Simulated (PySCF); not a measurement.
## Structure elucidation problem

An unknown has the formula CH11NSi3. Its calculated NMR data are:

¹H NMR (500 MHz, computed): δ 3.35 (s, 6H), 0.54 (s, 3H), -0.25 (br s, 2H).

¹³C{¹H} NMR (computed): δ 1.6 (CH3).

[PySCF 2.14.0 with density-fitted response routines: GFN2-xTB structure; PBE0/pcSseg-1 with gauge-including orbitals; averaged over atoms made equivalent by symmetry, fast rotation or ring inversion; no solvent; non-relativistic; single conformer]

Chemical shifts δ = σref − σ; ¹H (31.72 ppm) and ¹³C (186.93 ppm) vs TMS, all at this level.

Q: Deduce the structure.

A: 
1. The formula gives 0 degrees of unsaturation.
2. Carbon types of the structure: 1 × CH3, leaving 8 H on heteroatoms.
3. δC 1.6: methyl carbon bonded to Si; an electropositive neighbour leaves it electron-rich and shielded.
4. δH 3.35: hydrogen on a silicon bonded to Si.
5. δH 0.54: hydrogen on a methyl carbon bonded to Si; an electropositive neighbour shields it, as in TMS itself.
6. δH -0.25: hydrogen on a nitrogen bonded to Si; exchangeable, gas-phase position.

These data were computed for `InChI=1S/CH11NSi3/c1-5(2,3)4/h2H2,1,3-4H3`.

The data come from this structure; uniqueness wasn't tested.

OH/NH shifts are gas-phase values; hydrogen bonding in solution moves them, usually downfield. Shifts are as computed. Against solution values, carbons near 30 ppm lie about +3 ppm off and those near 130 ppm about +5 ppm. Of 1309 compounds with measured shifts, 239 miss one by over three times the rms of a fit or turn the order of signals round; such compounds aren't used in these exercises. No couplings were computed; multiplicities are counted from neighbouring protons, with m where these are inequivalent, close in shift, in a saturated or five-membered ring or joined by F or P, and br s for small geminal =CH2 splittings.
